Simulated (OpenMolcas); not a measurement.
Pt2+ (d8) among equal point charges was computed by CASSCF with the d shell active (OpenMolcas, ANO-RCC-VDZP on the metal). Its lowest spin-free states, and all those of the highest spin:

| 2S+1 | Degeneracy | E (cm-1) |
| --- | --- | --- |
| 3 | 1 | 0.0 |
| 3 | 2 | 1630 |
| 3 | 1 | 4265 |
| 3 | 1 | 5132 |
| 3 | 2 | 6354 |
| 1 | 1 | 10003 |
| 1 | 1 | 10757 |
| 1 | 2 | 14092 |
| 1 | 1 | 14812 |
| 3 | 1 | 15007 |
| 1 | 1 | 15022 |
| 1 | 1 | 18292 |
| 3 | 2 | 19156 |

Question: Is the site octahedral, tetrahedral or cube-like, axial, or of lower symmetry?

Answer: The states with 2S+1 = 3 have orbital degeneracies 1, 2, 1, 1, 2, 1, 2. There are pairs but no triples, so the site is axial: not cubic, but with a proper or improper axis of order three or more. The run had Pt2+ among 5 point charges of -1 e arranged as a square pyramid (C4v), 2.13 Å from the ion, with the axial distance 2.173 Å.

Spin-orbit coupling mixes the spin-free states strongly: the lowest level takes only 53 % from its leading state, an unlabelled state of the same spin as most of the rest. Without dynamic correlation the repulsion within the d shell is too large (B by tens of per cent), so at a given field states of lower spin stand too high. Real 4d8 and 5d8 ions are as a rule square planar and diamagnetic. Point charges give a weaker field than real ligands, and real ions of this kind are as a rule low spin; the high spin found here belongs to the model. This is an electrostatic model: the charges have no orbitals. An unlabelled pair can be two single states that coincide in this model. No measured value stands beside these numbers.
